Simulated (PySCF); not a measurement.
# Relaxation of triplet RuOCl₂

All numbers come from UPBE0 in PySCF with Ru def2-SVP with ECP28, O def2-SVP, Cl def2-SVP; scalar-relativistic core potentials, no spin–orbit coupling; density-fitted integrals. A (50,194) grid was used.

A hand-made T-shaped (ligand arrangement 1) start, of Cs symmetry, held to at least that symmetry:

```xyz
4
charge 0 multiplicity 3, angstrom
Ru   -0.2712    0.0000   -0.4367
O    -1.9802    0.0000   -0.3770
Cl   -0.2712    0.0000    1.8033
Cl    1.9674    0.0000   -0.3585
```

Optimiser trace:
```tsv
step	E − E(last) (kJ/mol)	largest gradient (Eh/bohr)
0	50.04	0.03759
1	26.29	0.02453
2	5.50	0.02017
3	1.46	0.00892
4	0.25	0.00302
5	0.15	0.00101
6	0.11	0.00086
7	0.03	0.00179
8	0.00	0.00108
9	0.00	0.00023
```

It ends at Cs with Ru–Cl 2.214 Å, Ru–Cl 2.263 Å, Ru–O 1.666 Å; Cl–Ru–Cl 104.2°, Cl–Ru–O 103.7°, Cl–Ru–O 152.2°. A frequency run shows a minimum. Other isomers or separated fragments may lie lower.

Final geometry:
Z-matrix (Å, degrees; charge 0 multiplicity 3):
```
Ru
O  1 1.6657
Cl 1 2.2143 2 103.68
Cl 1 2.2632 2 152.16 3 180.00
```

Other spin states or occupations of the open shell can lie lower.
